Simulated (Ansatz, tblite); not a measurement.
Cost and result up the ladder for V(NH)F3 (VNF₃H) (6 atoms). Total charge 0; singlet. Geometry: PBE-D4/def2-SVP.

```xyz
6

V    -0.3783    0.1997    0.0919
N     1.0156   -0.5361   -0.2475
H     1.9046   -1.0053   -0.4629
F    -1.1548   -0.6707    1.3667
F    -1.3561    0.1933   -1.3327
F    -0.0311    1.8191    0.5845
```

Ansatz on 4 threads of Intel Xeon 6975P-C on a shared host; xTB runs through tblite on one thread. Times are rough, summed over both states, and most runs start from the orbitals of an earlier one. No level here is sound enough to serve as a yardstick. The other state is a doublet.

The xTB rows come from tblite.

Raw xTB energies of ions are shifted by several eV.

```
                         level  functions  wall time  vertical IE (eV)                                  remarks
                      GFN2-xTB         26    0.005 s             17.08                                        –
                      GFN1-xTB         27    0.008 s             18.11                                        –
PBE-D4/def2-TZVP (with forces)        175      4.7 s             11.49                                        –
             PBE0-D4/def2-TZVP        175      6.7 s             11.78  restricted SCF unstable in HF (singlet)
```
